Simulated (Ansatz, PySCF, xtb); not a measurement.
CH4O (SMILES CO) and GeH4 (SMILES [GeH4]) are pulled apart as rigid monomers along the line of their centres of mass, from the B3LYP-D3(BJ)/def2-TZVP minimum. Starting geometry (charge 0, multiplicity 1):
```tsv
atom	x (Å)	y (Å)	z (Å)
C	0.3585	0.1630	-0.0492
O	0.3032	-1.0143	0.7466
H	0.2373	-0.0577	-1.1147
H	1.3442	0.5990	0.1044
H	-0.3957	0.8976	0.2523
H	-0.5602	-1.4244	0.6342
Ge	-0.0941	0.0772	3.7230
H	0.1008	-1.4393	3.8330
H	-1.3290	0.3925	2.8639
H	1.1478	0.7440	3.1200
H	-0.3333	0.6533	5.1329
```

Interaction energies with rigid monomers; basis-set methods are counterpoise corrected unless marked otherwise.

Correlated levels freeze the cores. Filled d and f shells under p-block atoms count as core. Rows in 6-31G* carry no dispersion term and start afresh at each structure (6-31G* with six Cartesian d functions); the Pople sets are all-electron and without relativity.

The values were computed with Ansatz (a program for electronic structure) with Gaussian orbitals; PySCF for 6-31G* rows, the dispersion terms; xtb for the GFN methods. Values without a source in brackets are computed.

| O2···Ge7 (Å) | GFN-FF (kcal/mol) | r2SCAN-D4/def2-TZVPPD (kcal/mol) | B3LYP/6-31G* (no counterpoise) (kcal/mol) | B3LYP-D4/def2-TZVPPD (kcal/mol) | SCS-MP2/aug-cc-pVDZ (kcal/mol) |
|---|---|---|---|---|---|
| 2.88 | 0.03 | -1.33 | -0.69 | -0.91 | 0.13 |
| 3.20 | -0.77 | -2.07 | -1.87 | -2.02 | -1.26 |
| 3.67 | -0.80 | -1.56 | … | … | -1.22 |
| 4.46 | -0.44 | -0.64 | -1.07 | -0.61 | -0.55 |
| 5.72 | -0.13 | -0.15 | -0.11 | -0.13 | -0.14 |

What belongs in the gaps?


- 3.67, B3LYP-D4/def2-TZVPPD (kcal/mol): -1.61
- 3.67, B3LYP/6-31G* (no counterpoise) (kcal/mol): -1.90
